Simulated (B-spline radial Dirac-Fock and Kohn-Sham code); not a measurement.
## Dipole and non-dipole photoemission parameters of Er 6s

System: neutral erbium in the configuration 1s2 2s2 2p6 3s2 3p6 3d10 4s2 4p6 4d10 4f12 5s2 5p6 6s2; threshold 5.27 eV (orbital energy of the model). Level of theory: Dirac-Hartree-Slater photoionisation with a Latter tail; cross sections with all multipoles, angular parameters from the dipole term and its interference with E2; a radial finite-basis atomic code.

For linearly polarised light dσ/dΩ = σ/(4π) [1 + β P₂(cos θ) + (δ + γ cos²θ) sin θ cos φ], with θ from the polarisation vector and φ the angle between the beam and the projection of the electron momentum on the plane normal to the polarisation.

| hν (eV) | σ (kb) | β | γ |
| --- | --- | --- | --- |
| 60 | 18.6 | 1.566 | -0.041 |
| 60.6 | 18.5 | 1.572 | -0.038 |
| 64.1 | 17.9 | 1.602 | -0.020 |
| 67.4 | 17.2 | 1.627 | -0.005 |
| 67.7 | 17.2 | 1.629 | -0.004 |
| 80 | 14.9 | 1.693 | 0.045 |
| 94.7 | 12.7 | 1.740 | 0.090 |
| 108 | 11.1 | 1.769 | 0.122 |
| 118 | 10.1 | 1.786 | 0.143 |
| 150 | 7.77 | 1.825 | 0.197 |
| 285 | 3.47 | 1.888 | 0.321 |
| 423 | 2.00 | 1.910 | 0.369 |
| 499 | 1.58 | 1.918 | 0.379 |
| 600 | 1.20 | 1.925 | 0.382 |
| 606 | ? | ? | ? |
| 844 | 0.716 | 1.936 | 0.365 |
| 1010 | 0.542 | 1.941 | 0.343 |
| 1250 | 0.387 | 1.946 | 0.303 |
| 1540 | 0.276 | 1.951 | 0.250 |
| 2000 | 0.178 | 1.956 | 0.168 |
| 2030 | 0.173 | 1.956 | 0.163 |
| 4660 | 0.0389 | 1.966 | -0.110 |
| 5414.7 | 0.0293 | 1.967 | -0.135 |
| 8047.8 | 0.0136 | 1.969 | -0.110 |
| 8540 | 0.0121 | 1.969 | -0.092 |
| 8690 | 0.0117 | 1.969 | -0.086 |
| 10400 | 0.00813 | 1.970 | -0.004 |
| 11600 | 0.00651 | 1.970 | 0.066 |
| 12000 | 0.00607 | 1.970 | 0.091 |
| 12700 | 0.00540 | 1.970 | 0.136 |

Q: Give the values at 606 eV.

A: σ = 1.18 kb, β = 1.925, γ = 0.382. For an s subshell δ is negligible.

Values without a named source are computed, but for edge energies of neutral atoms, which are taken from tables.
